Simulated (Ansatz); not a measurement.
C$_{10}$H$_{10}$Cl$_{2}$Mo (`[Cl][Mo]12345678([Cl])([C@H]9[C@@H]1[C@@H]2[C@@H]3[C@H]94)[C@H]1[C@@H]5[C@@H]6[C@@H]7[C@H]18`). Charge 0, multiplicity 1. Correlated methods include outer-core shells of Mo, which these sets cover unevenly. Mo takes the def2 core potential.

Cartesian coordinates in Å:
```
Cl -0.739 -0.888 -2.532
Mo 0.145 -0.162 -0.373
Cl 2.269 -0.818 -1.388
C -0.704 -2.332 0.015
C -1.474 -1.351 0.689
C -0.607 -0.746 1.649
C 0.700 -1.303 1.512
C 0.607 -2.303 0.511
C -0.305 1.759 0.677
C -1.090 1.738 -0.515
C -0.179 1.830 -1.597
C 1.128 1.863 -1.092
C 1.078 1.791 0.323
H -1.042 -2.932 -0.813
H -2.526 -1.163 0.549
H -0.910 -0.049 2.410
H 1.573 -1.073 2.100
H 1.431 -2.877 0.122
H -0.694 1.828 1.677
H -2.165 1.733 -0.588
H -0.441 1.781 -2.640
H 2.025 1.842 -1.687
H 1.922 1.831 0.991
```

Problem. Give the diagnostics of a CCSD(T)/def2-TZVPP run (frozen core, Ansatz 0.2.0). (Best estimate.)

Solution. Computed: T1 = 0.0202, largest single amplitude 0.064, largest double 0.025, (T) share of the correlation energy 5.7 %, 16 CCSD cycles. The RHF solution is stable towards an unrestricted one. T1 lies over the customary mark of 0.02 for closed shells; compounds of d metals often pass it without a breakdown.
